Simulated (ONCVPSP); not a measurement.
An all-electron radial function and its pseudo partner (Nb (Z = 41))

Columns: radius, all-electron u(r) and pseudo u(r) of the 4d shell (level -3.04 eV) of niobium in the configuration [Ar] 3d10 4s2 4p6 4d4 5s1; PBE, scalar-relativistic, ONCV scheme, ONCVPSP 4.0.1.

```tsv
r (bohr)	all-electron	pseudo
0.103	-0.1127	0.0017
0.205	-0.2790	0.0129
0.308	-0.3057	0.0413
0.410	-0.2136	0.0898
0.513	-0.0635	0.1587
0.615	0.0981	0.2419
0.718	0.2501	0.3336
0.820	0.3792	0.4238
0.923	0.4848	0.5071
1.025	0.5648	0.5763
1.128	0.6231	0.6300
1.230	0.6618	0.6668
1.332	0.6848	0.6889
1.435	0.6954	0.6985
1.538	0.6963	0.6984
1.640	0.6899	0.6910
1.743	0.6780	0.6785
1.845	0.6622	0.6624
1.948	0.6437	0.6437
2.050	0.6235	0.6235
2.153	0.6019	0.6019
2.255	0.5801	0.5801
2.358	0.5578	0.5578
2.460	0.5358	0.5358
2.562	0.5141	0.5141
2.665	0.4926	0.4926
```

Problem. How many radial nodes do the two functions have?

Solution. The all-electron 4d function has n − l − 1 = 1; the pseudo-wave has 0, since the states of the same l below it are removed with the core.

Problem. At about which radius was the pseudo-wave matched?

Solution. 2.05 bohr. The columns agree to 0.0005 from 1.74 bohr on; several derivatives are matched, so the curves merge somewhat inside the radius.

Problem. Is the pseudo-wave norm-conserving?

Solution. Yes: the ONCV scheme keeps the norm inside the radius equal to the all-electron one, which fixes the energy derivative of the logarithmic derivative at the level.
